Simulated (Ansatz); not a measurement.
BClH5NSi2 (`BN1[SiH2][SiH]1Cl`), relaxed with RKS PBE-D4/def2-SVP in Ansatz 0.2.0 from a rough embedded geometry. The force threshold is 0.03 eV/Å; the program also tests the step.

Total charge 0; spin multiplicity 1.

Start:

```xyz
10

B     1.522   -0.169    0.227
N     0.235   -0.864    0.172
Si   -0.992    0.133    1.036
Si   -0.826   -0.242   -1.169
Cl   -0.039    1.532   -2.123
H     2.564   -0.723   -0.152
H     1.667    0.972    0.506
H    -0.507    1.336    1.563
H    -1.971   -0.794    1.724
H    -1.653   -1.180   -1.783
```

```csv
step,energy (eV),largest force (eV/Å),largest move (Å)
1,-30498.9390,3.181,0.000
2,-30499.6507,0.968,0.195
3,-30499.8666,0.859,0.195
4,-30500.0112,0.597,0.195
5,-30500.1501,0.623,0.195
6,-30500.2598,0.442,0.193
7,-30500.3484,0.332,0.200
8,-30500.4202,0.261,0.200
9,-30500.4615,0.437,0.195
10 (rejected),-30500.4569,0.722,0.197
11,-30500.4854,0.258,0.099
12,-30500.5004,0.090,0.100
13 (rejected),-30500.4913,0.345,0.150
14,-30500.5062,0.050,0.072
15,-30500.5072,0.034,0.075
16,-30500.5079,0.117,0.025
17,-30500.5087,0.013,0.012
```

End:

```xyz
10

B     1.728   -0.311    0.296
N     0.345   -0.086    0.082
Si   -1.165    0.312    1.004
Si   -0.890   -0.102   -1.198
Cl   -0.742    1.402   -2.621
H     2.449   -0.566   -0.654
H     2.178   -0.249    1.430
H    -1.225    1.708    1.551
H    -1.591   -0.706    2.024
H    -1.087   -1.402   -1.914
```

Run time 23 s (4 threads of an Arm Neoverse V1 on a shared host); peak host memory 0.15 GiB.
